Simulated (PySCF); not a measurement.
# How methods differ on the excitation energy of As

As [Ar] 3d10 4s2 4p3 (4S) → As [Ar] 3d10 4s1 4p4, s spin flipped, as a difference of total energies. Calculation: PySCF 2.14, in aug-cc-pwCVTZ-PP with ECP10MDF (8s7p6d4f1g, 96 functions); scalar relativity through the core potential. Correlated levels: valence: 3s2 3p6 3d10 frozen; valence and next inner shell: nothing frozen outside the core potential. The calculations carry no spin-orbit coupling.

```
                                method  excitation energy (eV)
                                   UHF                  13.424
                                   LDA                  10.794
                                   PBE                  10.787
                                  PBE0                  11.414
                                r2SCAN                  11.418
                                 M06-L                  11.115
                                B2PLYP                  11.358
                               wB97X-V                  11.542
                                PBEsol                  10.829
                         MP2 (valence)                  12.040
                     SCS-MP2 (valence)                  11.753
    MP2 (valence and next inner shell)                  12.009
SCS-MP2 (valence and next inner shell)                  11.709
```

**Question.** How much does correlation contribute at MP2 (valence and next inner shell)?

**Answer.** 12.009 − (13.424) = -1.415 eV, measured against UHF.

The upper determinant mixes two multiplicities, so it lies between the two terms.

The upper state lies above the first ionisation limit, where it may autoionise and the basis confines it.
